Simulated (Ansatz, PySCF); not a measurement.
System: SbCl2, charge 1, multiplicity 1. 
Geometry from a B3LYP-D3(BJ)/def2-TZVP (Ansatz, a quantum-chemistry and plane-wave program) optimisation:
```
Sb
Cl 1 2.2740
Cl 1 2.2740 2 100.32
```
Charge +1, spin multiplicity 1.

Total electronic energies in hartree. Cores are frozen in the correlated levels unless marked. No spin-orbit coupling. The frozen core is the preceding noble-gas configuration, with the filled d and f shells of earlier blocks. Past Kr the def2 sets carry scalar-relativistic core potentials. Basis-set limits of correlation are two-point, X^-3; Hartree-Fock from the larger set. [CCSD(T)-MP2]/basis is that difference in the basis named.

| level | program | energy (Eh) |
|---|---|---|
| HF/def2-SVP | Ansatz | -1157.73141 |
| RI-HF/def2-QZVPPD | Ansatz | -1158.09736 |
| PBE-D4/def2-TZVPD | Ansatz + dftd4 | -1160.08520 |
| TPSS/def2-TZVPD | PySCF | ___ |
| r2SCAN/def2-TZVPD | Ansatz | ___ |
| B2PLYP-D3(BJ)/def2-TZVPD | Ansatz + dftd3 | ___ |
| CCSD(T)/def2-SVP | Ansatz | -1158.11612 |
| RI-MP2/CBS(def2-TZVPPD,def2-QZVPPD)+[CCSD(T)-MP2]/def2-SVPD | Ansatz | -1158.6912 |
| CCSD(T)/CBS(def2-TZVPPD,def2-QZVPPD) | Ansatz | -1158.7079 |

### Question
Some entries are withheld; supply them.

### Answer

- TPSS/def2-TZVPD, energy (Eh): -1160.40318
- r2SCAN/def2-TZVPD, energy (Eh): -1160.48393
- B2PLYP-D3(BJ)/def2-TZVPD, energy (Eh): -1159.91755
